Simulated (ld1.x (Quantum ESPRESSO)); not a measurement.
Building the RRKJ potential for dysprosium (Dy) (PBE, scalar-relativistic).

```
Element                 : dysprosium
Generator               : ld1.x (Quantum ESPRESSO) 7.5
Type                    : norm-conserving RRKJ (Kleinman–Bylander form)
Functional              : PBE
Relativity              : scalar-relativistic
Frozen core             : [Kr] 4d10
Valence charge          : 20
Reference configuration : 4f10 5s2 5p6 5d0 6s1 6p1
Partial waves           : 5p (bound): rc 2.05 bohr; 5d (bound, empty): rc 3.40 bohr; 4f (bound): rc 0.70 bohr; 5s (bound): rc 1.20 bohr
Local potential         : the s channel
Core correction         : none
```

Occupied shells without a wave of their own: 6p, 6s. They enter only through the test configuration that unscreens the potential.

All-electron outer shells of the reference configuration (PBE, scalar-relativistic, ld1.x):

```tsv
shell	level (eV)	outermost node (bohr)	outermost maximum (bohr)
4p	-293.01	0.28	0.51
4d	-154.44	0.26	0.53
5s	-50.40	0.63	1.16
5p	-26.82	0.67	1.33
6s	-4.55	1.57	3.40
4f	-4.54	–	0.54
5d	-2.20	0.76	2.06
6p	-1.79	1.91	4.70
```

What the tests gave:

```
Cutoffs needed           : over 300 Ry and over 300 Ry (the cutoffs (Ry, on a coarse ladder) from which the occupation-weighted sum of valence levels, in a spherical-Bessel basis at the reference potential, stays within 10 and 1 mRy of its value at 400 Ry)
Ghost test               : no extra level below or beside the all-electron valence levels (p, d, f, s tested) (spherical-Bessel basis up to 400 Ry, 20 bohr box)
Largest excitation error : -238 meV (all-electron minus pseudo) for 4f9 5s2 5p6 5d1 6s2 6p0, out of 7 test configurations
```

Generation and tests took about 4.4 s on one core of a shared server CPU.
